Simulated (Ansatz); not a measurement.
Basis sets compared for Ag₃S⁺. Charge 1, multiplicity 1. Geometry B3LYP-D4/def2-SVP. Ansatz on 4 threads of Intel Xeon on a shared host; times are rough, and most runs start from earlier orbitals.

Cartesian coordinates in Å:
```
Ag -1.704 1.002 0.754
Ag 1.539 1.166 -0.865
Ag 0.523 -1.862 0.860
S -0.358 -0.307 -0.749
```

In the def2 sets Ag takes a core potential; there is no spin–orbit coupling. The structure comes from a short search, and lower isomers may exist.

```tsv
level	functions	energy (Eh)	HOMO (eV)	LUMO (eV)	wall time
PBE-D4/def2-SVP	111	-838.6515	-10.53	-7.93	4.1 s
PBE0-D4/def2-SVP	111	-838.6365	-11.29	-6.89	7.6 s
```

(1) Estimate the rows for PBE-D4/def2-TZVP, PBE0-D4/def2-TZVP.

Results:

(1) 
```
            level  functions  energy (Eh)  HOMO (eV)  LUMO (eV)  wall time
 PBE-D4/def2-TZVP        157    -838.9016     -10.49      -7.91      6.5 s
PBE0-D4/def2-TZVP        157    -838.8799     -11.26      -6.86      8.6 s
```
